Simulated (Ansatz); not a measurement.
Reaction (redistribution): `CO[SiH]` + `NB1CO1` → `CO[Si]N` + `B1CO1`

Program: Ansatz. Geometries: PBE0-D4/def2-TZVP. ΔE: electronic, gas phase. CBS: MP2 limit from def2 TZ/QZ plus the TZ coupled-cluster correction, frozen cores. Functionals use def2-TZVPP. Each species was taken in one conformer, which may not be the lowest.

`CO[SiH]`:

Cartesian coordinates in Å:
```
C 0.099 -0.596 -0.512
O 0.197 0.810 -0.473
Si -0.069 1.864 0.754
H -0.630 -0.884 -1.273
H -0.211 -0.993 0.460
H 1.070 -1.016 -0.785
H -0.455 0.815 1.829
```

`NB1CO1`:

Cartesian coordinates in Å:
```
N -0.569 1.384 0.253
B 0.026 0.138 0.163
C 0.373 -1.205 -0.424
O 0.860 -0.645 0.875
H -0.422 2.000 1.034
H -1.181 1.745 -0.456
H 1.171 -1.336 -1.150
H -0.258 -2.080 -0.295
```

`CO[Si]N`:

Cartesian coordinates in Å:
```
C 1.652 0.385 -0.222
O 0.265 0.154 -0.290
Si -0.606 -0.468 0.979
N -2.131 -0.472 0.217
H 2.159 -0.198 -0.995
H 2.069 0.107 0.754
H 1.856 1.445 -0.397
H -2.962 -0.795 0.684
H -2.301 -0.160 -0.728
```

`B1CO1`:

```xyz
6

B     0.714   -0.133   -0.477
C    -0.613    0.121    0.198
O     0.707   -0.172    0.849
H     1.506   -0.271   -1.346
H    -1.342   -0.667    0.361
H    -0.972    1.122    0.415
```

```
        level  ΔE (kJ/mol)
     PBE-QIDH        -16.7
HF/def2-QZVPP        -13.2
```

(1) What does CCSD(T)/CBS give? (An estimate is asked.)

Largest T1 diagnostic among the species: 0.016.

Results:

(1) The calculation gave: -21.7 kJ/mol. The listed levels differ from it by 5.0, 8.5 kJ/mol.

At CCSD(T), def2-SVP lies +21.3 kJ/mol from the extrapolated value and def2-TZVPP +4.7 kJ/mol. In def2-TZVPP, CCSD(T) changes the Hartree–Fock value by −5.3 kJ/mol (the triples alone add −1.9 kJ/mol) and MP2 by −10.4 kJ/mol. Leaving LDA and LC-ωPBE aside and taking each functional with its dispersion term where it has one, the values, not all of them listed here, spread over 9.0 kJ/mol, from r2SCAN-D4 to B97M-V. LDA lies +3.4 kJ/mol from PBE without D4.
